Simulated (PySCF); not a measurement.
TiF₄, SMILES [F][Ti]([F])([F])[F], multiplicity 1. Atoms are numbered in the order given.

```xyz
5

Ti     0.0000     0.0000     0.0000
F     -1.0070     1.0070    -1.0070
F      1.0070     1.0070     1.0070
F      1.0070    -1.0070    -1.0070
F     -1.0070    -1.0070     1.0070
```
Charge 0, spin multiplicity 1.

Geometry optimised at PBE-D3(BJ)/def2-SVP. The spin state was assumed, not searched. The isomer is the one that the SMILES or the coordinates give; other isomers of the formula were not compared.

Method: PBE-D3(BJ)/def2-SVP run with PySCF.

Frequencies are harmonic and unscaled.

Modes within 1.5 cm⁻¹ of each other (mostly degenerate sets) share a row, with their intensities summed.

Computed vibrational spectrum:
```tsv
mode	ν (cm⁻¹)	IR (km/mol)	moving atoms (share of kinetic energy)
1–2	190	0.0	F 100 %
3–5	214	47.1	F 77 %, Ti 23 %
6	710	0.0	F 100 %
7–9	810	546.3	F 62 %, Ti 38 %
```
